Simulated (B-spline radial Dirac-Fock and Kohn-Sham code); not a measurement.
Method: Dirac-Hartree-Slater photoionisation with all multipoles and Dirac-Fock thresholds. Computed with an atomic code on a B-spline grid. Kinetic energies are from the vacuum level. Open shells are spread statistically over j, without multiplet splitting. Without correlation, outer binding energies are uncertain by a few eV, most for open f shells.

Q: A free atom or ion in its tabulated ground configuration is ionised with 3420 eV photons and gives these photoelectron lines. Identify it and assign the lines.

```tsv
kinetic energy (eV)	relative cross section
1522.0	30.2
1716.2	41.7
1859.7	82.6
2191.0	71.4
2221.4	100.0
3019.6	8.2
3096.6	9.5
3128.4	18.1
3256.3	11.7
3262.0	16.3
3361.7	1.5
3385.3	1.4
3389.6	2.5
3406.8	0.62
3407.5	0.78
3414.8	0.13
```

A: Gd, [Xe] 4f7 5d1 6s2. Binding energies are hν less the kinetic energy: 3s 1898.0 eV, 3p1/2 1703.8 eV, 3p3/2 1560.3 eV, 3d3/2 1229.0 eV, 3d5/2 1198.6 eV, 4s 400.4 eV, 4p1/2 323.4 eV, 4p3/2 291.6 eV, 4d3/2 163.7 eV, 4d5/2 158.0 eV, 5s 58.33 eV, 5p1/2 34.72 eV, 5p3/2 30.36 eV, 4f5/2 13.22 eV, 4f7/2 12.46 eV, 6s 5.20 eV.

Q: A free atom or ion in its tabulated ground configuration is ionised with Ga Kα (9251.7 eV) photons and gives these photoelectron lines. Identify it and assign the lines.

| kinetic energy (eV) | relative cross section |
| --- | --- |
| 1814.2 | 42.1 |
| 2233.9 | 59.8 |
| 2787.4 | 100.0 |
| 7594.5 | 9.9 |
| 7773.7 | 9.3 |
| 7887.0 | 15.9 |
| 8194.7 | 4.5 |
| 8218.6 | 6.0 |
| 8906.3 | 2.4 |
| 8976.0 | 2.0 |
| 9000.5 | 3.4 |
| 9116.5 | 0.86 |
| 9120.8 | 1.2 |
| 9202.0 | 0.41 |
| 9222.9 | 0.28 |
| 9226.2 | 0.46 |
| 9247.1 | 0.041 |

A: Pm, [Xe] 4f5 6s2. Binding energies are hν less the kinetic energy: 2s 7437.5 eV, 2p1/2 7017.8 eV, 2p3/2 6464.3 eV, 3s 1657.2 eV, 3p1/2 1478.0 eV, 3p3/2 1364.7 eV, 3d3/2 1057.0 eV, 3d5/2 1033.1 eV, 4s 345.4 eV, 4p1/2 275.7 eV, 4p3/2 251.2 eV, 4d3/2 135.2 eV, 4d5/2 130.9 eV, 5s 49.74 eV, 5p1/2 28.80 eV, 5p3/2 25.53 eV, 6s 4.62 eV.

Q: A free atom or ion in its tabulated ground configuration is ionised with 5340 eV photons and gives these photoelectron lines. Identify it and assign the lines.

```
kinetic energy (eV)  relative cross section
             4211.3                   100.0
             4352.2                    41.1
             4369.3                    76.6
             5119.6                    15.4
             5165.6                     5.5
             5168.0                    10.4
             5236.6                    0.23
             5236.9                    0.33
```

A: Ni⁵⁺, [Ar] 3d5. Binding energies are hν less the kinetic energy: 2s 1128.7 eV, 2p1/2 987.8 eV, 2p3/2 970.7 eV, 3s 220.4 eV, 3p1/2 174.4 eV, 3p3/2 172.0 eV, 3d3/2 103.4 eV, 3d5/2 103.1 eV.

Q: A free atom or ion in its tabulated ground configuration is ionised with 8580 eV photons and gives these photoelectron lines. Identify it and assign the lines.

```csv
kinetic energy (eV),relative cross section
5403.6,83.1
5657.6,57.1
5774.1,100.0
7907.6,15.2
8005.7,8.7
8025.8,15.2
8198.9,1.7
8202.6,2.4
8392.5,3.0
8426.6,1.5
8430.1,2.7
```

A: Tc⁷⁺, [Ar] 3d10 4s2 4p6. Binding energies are hν less the kinetic energy: 2s 3176.4 eV, 2p1/2 2922.4 eV, 2p3/2 2805.9 eV, 3s 672.4 eV, 3p1/2 574.3 eV, 3p3/2 554.2 eV, 3d3/2 381.1 eV, 3d5/2 377.4 eV, 4s 187.5 eV, 4p1/2 153.4 eV, 4p3/2 149.9 eV.

Q: A free atom or ion in its tabulated ground configuration is ionised with 4860 eV photons and gives these photoelectron lines. Identify it and assign the lines.

```
kinetic energy (eV)  relative cross section
              138.6                   100.0
             4143.7                     6.7
             4238.5                     1.6
             4243.2                     3.0
             4637.1                     1.2
```

A: Sc⁹⁺, [Ne] 3s2. Binding energies are hν less the kinetic energy: 1s 4721.4 eV, 2s 716.3 eV, 2p1/2 621.5 eV, 2p3/2 616.8 eV, 3s 222.9 eV.
